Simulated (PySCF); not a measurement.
# Working out the ionisation energy of N²⁺

N²⁺ [He] 2s2 2p1 (2P) → N³⁺ [He] 2s2 (1S). All numbers are calculated (PySCF 2.14, the non-relativistic Hamiltonian (point nucleus), in def2-TZVP (5s3p2d1f, 31 functions)). Frozen: 1s2. Energies in hartree (1 hartree = 27.21139 eV):

```csv
part,N²⁺ (lower),N³⁺ (upper)
UHF,-52.818576,-51.080454
CCSD correlation,-0.082331,-0.085437
(T),-0.001019,0.000000
```

**Question.** What does Hartree-Fock give?

**Answer.** (-51.080454) − (-52.818576) = 1.738122 hartree = 47.297 eV.

**Question.** What do CCSD and CCSD(T) give?

**Answer.** The CCSD correlation energies differ by -0.003106 hartree = -0.085 eV and the triples by 0.001019 hartree = 0.028 eV, so CCSD gives 47.212 eV and CCSD(T) 47.240 eV.

Reference: 47.445 eV (semi-empirical (NIST evaluation); NIST Atomic Spectra Database, ionization energies), between the lowest levels; spin-orbit coupling is absent from the calculation.

The coupled-cluster amplitudes are large, so a single reference is strained.

What remains against the reference includes basis incompleteness, the frozen core and higher excitations.
